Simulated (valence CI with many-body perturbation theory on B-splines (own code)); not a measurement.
Level structure of Ce XXVIII

Computed by relativistic CI+MBPT: three valence electrons over a frozen Dirac-Fock core [Ar] 3d10, radial functions for each j: 11 s, 11 p, 10 d, 8 f, 5 g, 2 h, with the one-electron correlation potential Σ1 (screened to all orders), the two-electron term Σ2, the three-electron term Σ3, Breit, model QED; selected single and double excitations, second order for the rest, scaled by the run's own slope (own B-spline code, finite nucleus).

The last digits are not significant, and no measured levels were compared; by estimate large intervals hold to a few tenths of a per cent, small ones and those within an open d or f shell to about a per cent.

Levels 136 to 178 of 178, with energies above the lowest level, (4s^2 4p1/2) J=1/2. "Leading %" is the weight of the configuration and term that name the level; weights of strongly mixed levels are sums over their largest components and can fall short. In the jj column 3d3/2^4 stands for four electrons in 3d with j = 3/2. Lifetimes count E1, E2, E3, M1 and M2 decay at the calculated energies, and are blank where another channel may lead or the interval is too uncertain; long ones can be off by a factor of two.

```csv
No.,Configuration,Term,J,E (× 10³ cm⁻¹),Leading %,Lifetime,Second component,Leading jj
136,4p²4f,⁴F°,3/2,3144.0,69,3.21 ps,13 % 4p²4f ⁴D°,4p1/2 4p3/2 4f5/2 (92 %)
137,4p²4f,²F°,7/2,3149.5,37,3.38 ps,14 % 4p4d² ⁴F°,4p1/2 4p3/2 4f7/2 (40 %)
138,4p²4f,²D°,5/2,3155.5,37,3.48 ps,36 % 4p²4f ⁴D°,4p1/2 4p3/2 4f7/2 (52 %)
139,4p²4f,⁴D°,3/2,3156.4,31,3.85 ps,23 % 4p²4f ²D°,4p1/2 4p3/2 4f5/2 (64 %)
140,4p²4f,⁴D°,1/2,3159.2,41,4.25 ps,33 % 4p²4f ²P°,4p1/2 4p3/2 4f5/2 (71 %)
141,4p4d²,²P°,1/2,3186.1,78,3.68 ps,11 % 4p4d² ⁴D°,4p1/2 4d5/2^2 (76 %)
142,4p²4f,²F°,5/2,3201.2,33,5.70 ps,14 % 4p²4f ²D°,4p1/2 4p3/2 4f7/2 (65 %)
143,4p²4f,²G°,9/2,3203.8,37,3.95 ps,32 % 4p4d² ²H°,4p1/2 4p3/2 4f5/2 (39 %)
144,4p²4f,²D°,3/2,3218.3,39,2.89 ps,21 % 4p4d² ²P°,4p1/2 4p3/2 4f7/2 (58 %)
145,4p4d²,⁴G°,11/2,3220.2,84,8.61 ps,10 % 4p²4f ²H°,4p3/2 4d5/2^2 (77 %)
146,4p4d²,²G°,7/2,3221.9,38,2.32 ps,12 % 4p4d² ²F°,4p3/2 4d3/2^2 (38 %)
147,4p4d²,²F°,7/2,3232.0,36,3.01 ps,27 % 4p4d² ⁴F°,4p3/2 4d3/2 4d5/2 (76 %)
148,4p4d²,⁴G°,9/2,3232.8,34,2.60 ps,25 % 4p4d² ⁴F°,4p3/2 4d3/2 4d5/2 (82 %)
149,4p4d²,⁴D°,5/2,3239.7,35,4.41 ps,19 % 4p4d² ²D°,4p3/2 4d3/2 4d5/2 (55 %)
150,4p4d²,²D°,3/2,3243.7,33,2.05 ps,11 % 4p²4f ²D°,4p3/2 4d3/2^2 (42 %)
151,4p4d²,⁴F°,5/2,3255.8,30,1.67 ps,21 % 4p4d² ⁴D°,4p3/2 4d3/2^2 (47 %)
152,4s²5p,²P°,1/2,3258.1,61,1.64 ps,17 % 4p4d² ²S°,4s^2 5p1/2 (61 %)
153,4s²5p,²P°,1/2,3259.0,36,1.90 ps,33 % 4p4d² ²S°,4p3/2 4d3/2 4d5/2 (39 %)
154,4p4d²,⁴D°,7/2,3259.0,39,3.10 ps,13 % 4p4d² ²F°,4p3/2 4d3/2 4d5/2 (41 %)
155,4p4d²,²F°,5/2,3261.8,34,2.96 ps,25 % 4p4d² ⁴P°,4p3/2 4d3/2 4d5/2 (50 %)
156,4p4d²,⁴D°,3/2,3264.5,65,1.88 ps,8 % 4p²4f ²D°,4p3/2 4d3/2 4d5/2 (39 %)
157,4p4d²,²G°,9/2,3266.1,32,3.31 ps,24 % 4p²4f ²H°,4p3/2 4d5/2^2 (35 %)
158,4p4d²,⁴D°,1/2,3268.2,68,1.81 ps,16 % 4p²4f ²P°,4p3/2 4d3/2 4d5/2 (41 %)
159,4p4d²,²H°,11/2,3272.4,58,3.34 ps,34 % 4p²4f ⁴G°,4p3/2 4d3/2 4d5/2 (56 %)
160,4p4d²,⁴D°,7/2,3273.8,55,1.94 ps,12 % 4p4d² ⁴F°,4p3/2 4d3/2 4d5/2 (40 %)
161,4p4d²,⁴P°,5/2,3282.4,37,2.94 ps,24 % 4p4d² ⁴D°,4p3/2 4d3/2 4d5/2 (45 %)
162,4p4d²,⁴S°,3/2,3289.5,41,1.77 ps,25 % 4p4d² ⁴P°,4p3/2 4d3/2^2 (45 %)
163,4p4d²,²F°,7/2,3290.8,43,3.84 ps,9 % 4p4d² ⁴D°,4p3/2 4d5/2^2 (39 %)
164,4p4d²,²G°,7/2,3311.4,25,2.15 ps,21 % 4p²4f ⁴F°,4p3/2 4d3/2 4d5/2 (20 %)
165,4p4d²,²G°,9/2,3316.2,39,2.72 ps,25 % 4p4d² ⁴F°,4p3/2 4d5/2^2 (46 %)
166,4p4d²,²D°,3/2,3320.4,38,1.99 ps,15 % 4p4d² ⁴S°,4p3/2 4d3/2 4d5/2 (68 %)
167,4p4d²,²D°,5/2,3323.5,55,1.92 ps,13 % 4s4d4f ²D°,4p3/2 4d3/2 4d5/2 (56 %)
168,4p4d²,²G°,7/2,3323.9,23,3.04 ps,13 % 4p²4f ²F°,4p3/2^2 4f7/2 (31 %)
169,4p4d²,²P°,1/2,3324.4,60,2.40 ps,23 % 4p²4f ⁴D°,4p3/2 4d5/2^2 (53 %)
170,4p4d²,²F°,5/2,3339.1,51,2.90 ps,20 % 4p²4f ²F°,4p3/2 4d3/2 4d5/2 (45 %)
171,4p²4f,⁴F°,9/2,3343.7,42,3.10 ps,20 % 4p²4f ²G°,4p3/2^2 4f7/2 (78 %)
172,4s²5p,²P°,3/2,3347.8,94,1.49 ps,,4s^2 5p3/2 (94 %)
173,4p²4f,²D°,3/2,3352.4,39,2.66 ps,15 % 4p²4f ⁴F°,4p3/2^2 4f5/2 (46 %)
174,4p4d²,²D°,3/2,3357.0,42,2.17 ps,17 % 4p4d² ²P°,4p3/2 4d3/2 4d5/2 (47 %)
175,4p²4f,²F°,5/2,3366.2,18,2.03 ps,18 % 4p²4f ⁴D°,4p3/2^2 4f5/2 (69 %)
176,4p²4f,⁴G°,11/2,3370.5,33,3.06 ps,30 % 4p²4f ²H°,4p3/2^2 4f7/2 (61 %)
177,4p4d²,²F°,7/2,3376.4,17,1.91 ps,12 % 4p²4f ⁴F°,4p3/2^2 4f5/2 (40 %)
178,4p4d²,²P°,3/2,3384.3,67,3.48 ps,8 % 4p4d² ²D°,4p3/2 4d5/2^2 (79 %)
```

Where two levels of one J and parity lie close, their mixing, g and order are uncertain.
